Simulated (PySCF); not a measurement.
CH₇ClN₂Si, SMILES NC[Si@@H](N)Cl.

Geometry optimised at PBE0-D3(BJ)/def2-SVP. The structure was generated by enumeration; whether it is a known compound was not checked. Other conformers were not sampled.

Level of theory: HF/def2-TZVP run with PySCF.

Computed frontier levels, gap, dipole moment and polarisability:
```
Quantity                                                                                                        Value
---------------------------------------------------------------------------------------------  ----------------------
highest occupied level                                                                                      -10.06 eV
lowest empty level                                                                                            3.23 eV
orbital gap                                                                                                  13.29 eV
dipole moment                                                                                               0.436 e·Å
quadrupole, principal values (traceless, Buckingham form, about the centre of nuclear charge)  -12.94, 3.65, 9.29 D·Å
mean static polarisability                                                                       59.9 bohr³ (8.88 Å³)
polarisability, principal values                                                               53.4, 57.1, 69.3 bohr³
```
